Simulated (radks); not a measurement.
Valence configurations of V II (all share [Ar]). Method: non-relativistic Kohn-Sham, r2SCAN, spin-polarised, spherical densities, point nucleus; open shells are filled with parallel spins first; meta-GGA in the generalised Kohn-Sham scheme; computed with a radial shooting solver on a logarithmic mesh with Libxc functionals. Energies are relative to 3d4; eigenvalues in eV for spin up.

| valence | E (eV) | moment (Bohr magnetons) | e(3d) | e(4p) | e(4s) |
|---|---|---|---|---|---|
| 3d4 | 0.000 | 4 | -9.895 | - | - |
| 3d3.5 4s0.5 | 0.446 | 4 | -11.819 | - | -10.523 |
| 3d3 4s1 | 1.307 | 4 | -13.904 | - | -11.678 |
| 3d3.5 4p0.5 | 2.457 | 4 | -12.370 | -6.750 | - |
| 3d2.5 4s1 4p0.5 | 5.090 | 4 | -16.720 | -8.267 | -12.949 |
| 3d3 4p1 | 5.652 | 4 | -15.013 | -7.824 | - |
| 3d2 4s2 | 7.007 | 2 | -18.648 | - | -12.815 |
| 3d2 4s1 4p1 | 9.802 | 4 | -19.677 | -9.245 | -14.178 |
| 3d2 4p2 | 14.684 | 4 | -20.749 | -9.741 | - |

NIST lists [Ar] 3d4 as the ground configuration; this level of theory agrees among the configurations tried. The energies are those of spherical high-spin densities, not of single terms.
